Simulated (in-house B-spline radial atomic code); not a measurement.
# RPA and G0W0 on PBE0: Se5+

Configuration [Ar] 3d10 4s1, highest spin, mean-field start PBE0. Computed with a B-spline radial code for spherical atoms: all electrons, scalar-relativistic (spin-free one-electron X2C), finite nucleus, each spin shell either full or empty, empty states to l = 9 with an (l + 1/2)⁻⁴ tail; G0W0 by contour deformation at full frequency.

Command:
```bash
python run_gw.py task.json out
```
Settings (radii: box in bohr, nucleus in fm):
```
Z                        34
electrons                29
configuration            [Ar] 3d10 4s1
hamiltonian              x2c
method                   pbe0
lmax                     9
rms_radius               4.14
spin_polarised           True
box_radius               10.43
intervals                67
ion_configuration        [Ar] 3d10
```

Cost of the run: 6.4 s on 1 thread of Intel(R) Xeon(R) Platinum 8259CL CPU @ 2.50GHz (Skylake/Cascade Lake) (shared host).

Energies (hartree):

```json
{"term": "mean-field total", "value": "-2423.26049"}
{"term": "Hartree-Fock functional on these orbitals", "value": "-2421.96623"}
{"term": "direct second order", "value": "-2.4649"}
{"term": "second-order exchange", "value": "0.72507"}
{"term": "SOSEX correction", "value": "0.67221"}
```

**Question.** What is the RPA correlation energy, and what remains with SOSEX?

**Answer.** RPA gives -2.1671 hartree (-2.03 eV per electron); RPA + SOSEX gives -1.4949, and the second-order doubles -1.7398 hartree (no singles). RPA lacks exchange-type terms and so overcorrelates at short range.

Quasi-particle levels (eV):

```
  level  occupied  mean field  Σx - vxc     Σc  QP weight     G0W0
  4s up       yes      -77.66     -3.38      ?          ?        ?
3d down       yes     -126.19    -13.31   2.75      0.951  -136.76
  3d up       yes     -126.51    -13.26   2.71      0.942  -137.06
4s down        no      -72.27      7.07  -2.52      0.963   -67.72
```

G0W0 = mean field + (Σx - vxc) + Σc, with Σc (partial-wave tail included) taken at the quasi-particle energy. Only the outer levels were computed. Levels of low weight are left out.

**Question.** Where does G0W0 put 4s up?

**Answer.** At -82.81 eV, with Σc = -1.77 eV and a quasi-particle weight of 0.976. The tabulated removal energy is 81.83 ± 0.03 eV (NIST, measured); the calculation leaves out spin-orbit coupling, Breit and QED terms, and what these don't explain is the method's own error.

**Question.** What does it cost to remove one electron (to [Ar] 3d10) by differences of total energies, each species on its own start (correlation terms add to the Hartree-Fock functional)?

**Answer.** PBE0 82.62 eV, Hartree-Fock functional 80.71 eV, + RPA 82.48 eV, + RPA + SOSEX 81.77 eV, + second order 82.20 eV. Tabulated: 81.83 ± 0.03 eV (NIST, measured); the calculation leaves out spin-orbit coupling, Breit and QED terms, and what these don't explain is the method's own error.
